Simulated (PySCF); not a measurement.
PySCF was given this input:
```python
from pyscf import gto, scf, dft

mol = gto.Mole()
mol.atom = '''
    Ge   -0.00000000   -0.00000000   -0.32217216
    O     0.00000000    0.00000000    1.28868862
'''
mol.basis = 'def2-sv(p)'
mol.charge = 1
mol.spin = 1
mol.verbose = 4
mol.build()

mf = dft.UKS(mol)
mf.xc = 'pbe0'
mf.kernel()
mf.analyze()
```

Question: What does this run give for the nuclear repulsion energy, total energy, <S^2>, HOMO energy, number of basis functions?

Answer: 
The nuclear repulsion energy comes out as 84.0975 Eh, the total energy is -2151.1538 Eh and the <S^2> is 0.762. The HOMO energy comes out as -17.28 eV. The number of basis functions is 46.

These values belong to the state on which the SCF converged, which isn't shown to be the lowest.
